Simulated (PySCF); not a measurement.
Si²⁺ (silicon, charge +2) across methods

[Ne] 3d2, high-spin 3F determinant (an excited configuration). All numbers are calculated (PySCF 2.14, no relativity, point nucleus, in dyall-acv3z).

```csv
method,E (hartree),mean ε 2p α (eV),mean ε 2p β (eV),mean ε 3d α (eV),Σ⟨r²⟩ (bohr²),⟨S²⟩
revPBE,-287.1703,-124.58,-124.44,-14.632,19.66,2.000
r2SCAN,-287.1746,-126.78,-126.64,-14.490,19.80,2.000
LDA,-286.0340,-124.65,-124.48,-14.391,19.60,2.000
BHandHLYP,-287.1912,-135.46,-135.32,-15.665,19.92,2.000
PBE,-287.0680,-124.60,-124.43,-14.596,19.59,2.000
wB97X-V,-287.1409,-131.79,-131.67,-17.013,19.74,2.000
UHF,-286.70421,-145.40,-145.25,-16.693,20.87,2.000
PBE0,-287.0771,-130.11,-129.94,-15.212,19.83,2.000
```

The outer electron is Rydberg-like, and this basis confines it to a smaller radius and binds it less than a complete one would.
